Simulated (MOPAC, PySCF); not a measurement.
H3AlO, SMILES `[OH][AlH2]` (H–O–Al–H torsion 0°), neutral singlet in the gas phase. 

Z-matrix (Å, degrees):
```
Al
O 1 1.6998
H 2 0.9582 1 124.28
H 1 1.5710 2 115.82 3 -179.99
H 1 1.5788 4 124.37 2 179.99
```
Charge 0, spin multiplicity 1.

All levels are single points at this geometry (B3LYP-D3(BJ)/def2-TZVP); Pople sets use spherical d functions. Orbital energies aren't observables, and empty levels follow the basis.

AM1 in MOPAC gives gap (eV) = 10.30.

Q: Estimate the gap (eV) from each of these levels: PBE-D3(BJ)/def2-TZVP in PySCF; TPSSh-D3(BJ)/def2-TZVP in PySCF; B3LYP/6-31G* in PySCF; B3LYP/LANL2DZ in PySCF; BP86/6-31G* in PySCF; M06-2X/6-31G* in PySCF; PBE/6-31G* in PySCF; PM7 in MOPAC.

A: 
```json
[
 {"level": "PBE-D3(BJ)/def2-TZVP in PySCF", "gap (eV)": "5.31"},
 {"level": "TPSSh-D3(BJ)/def2-TZVP in PySCF", "gap (eV)": "6.55"},
 {"level": "B3LYP/6-31G* in PySCF", "gap (eV)": "7.04"},
 {"level": "B3LYP/LANL2DZ in PySCF", "gap (eV)": "6.90"},
 {"level": "BP86/6-31G* in PySCF", "gap (eV)": "5.40"},
 {"level": "M06-2X/6-31G* in PySCF", "gap (eV)": "9.23"},
 {"level": "PBE/6-31G* in PySCF", "gap (eV)": "5.31"},
 {"level": "PM7 in MOPAC", "gap (eV)": "11.76"}
]
```
